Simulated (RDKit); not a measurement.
Torsional profile of C4H8OSSi2, SMILES S[SiH2][SiH2]c1ccco1. Scanned: dihedral H9–S1–Si2–Si3 and dihedral S1–Si2–Si3–C4; all other coordinates were relaxed at GFN2-xTB. GFN2-xTB can order the conformers of Si and Ge chains otherwise than DFT does. Points at φ and −φ are mirror images.

Atom numbering (GFN2-xTB optimised geometry, Å):
```
16

S      4.1526    -0.1594    -0.6707
Si     2.2269     0.5135     0.0579
Si     0.6934    -1.0777    -0.6098
C     -0.9205    -0.4182     0.0711
C     -2.2163    -0.8544     0.0632
C     -2.9798     0.1094     0.7585
C     -2.0964     1.0708     1.1448
O     -0.8567     0.7655     0.7380
H      4.8607     0.8496    -0.1924
H      2.4237     0.6837     1.4995
H      2.0764     1.8591    -0.5012
H      0.5553    -1.2361    -2.0644
H      0.9129    -2.4235    -0.0621
H     -2.5730    -1.7575    -0.3879
H     -4.0341     0.0915     0.9454
H     -2.2251     1.9838     1.6923
```

Calculation: MMFF94 // GFN2-xTB run with RDKit 2026.03.6.

Energy in kcal/mol above the lowest grid point; x is the dihedral H9–S1–Si2–Si3 (°), y the dihedral S1–Si2–Si3–C4 (°).

```
y \ x  -150  -120  -90  -60  -30    0   30   60   90  120  150  180
-----  ----  ----  ---  ---  ---  ---  ---  ---  ---  ---  ---  ---
180     1.8   2.2  2.1  2.1  2.6  2.9  2.6  2.1  2.1  2.2  1.8  1.5
150     1.6   2.0  1.9  1.8  2.3  2.7  2.5  2.2  2.2  2.2  1.8  1.4
120     1.7   2.1  2.0  2.0  2.4  2.6  2.5  2.3  2.4  2.4  1.8  1.4
90      1.1   2.1  1.7  1.3  1.8  2.1  1.9  1.8  1.9  1.9  1.3  0.9
60      1.2   1.7  1.3  0.5  0.0  0.9  1.5  1.4  1.9  2.0  1.5  0.9
30      2.0   2.2  1.7  0.7  0.7  1.0  1.6  2.1  2.6  2.9  2.6  2.0
0       3.7   3.4  2.9  2.1  1.4  1.8  1.4  2.1  2.9  3.4  3.7  3.4
-30     2.6   2.9  2.6  2.1  1.6  1.0  0.7  0.7  1.7  2.2  2.0  2.0
-60     1.5   2.0  1.9  1.4  1.5  0.9  0.0  0.5  1.3  1.7  1.2  0.9
-90     1.3   1.9  1.9  1.8  1.9  2.1  1.8  1.3  1.7  2.1  1.1  0.9
-120    1.8   2.4  2.4  2.3  2.5  2.6  2.4  2.0  2.0  2.1  1.7  1.4
-150    1.8   2.2  2.2  2.2  2.5  2.7  2.3  1.8  1.9  2.0  1.6  1.4
```

The six lowest points that lie below all their neighbours on the grid: x = -30, y = 60 (0.0 kcal/mol); x = 30, y = -60 (0.0 kcal/mol); x = 180, y = -60 (0.9 kcal/mol); x = 180, y = 60 (0.9 kcal/mol); x = 180, y = -150 (1.4 kcal/mol); x = 180, y = 150 (1.4 kcal/mol). The lowest path on the grid from the first to the second passes x = -30, y = 0 at 1.4 kcal/mol.

MMFF94 has few fitted parameters for silicon.
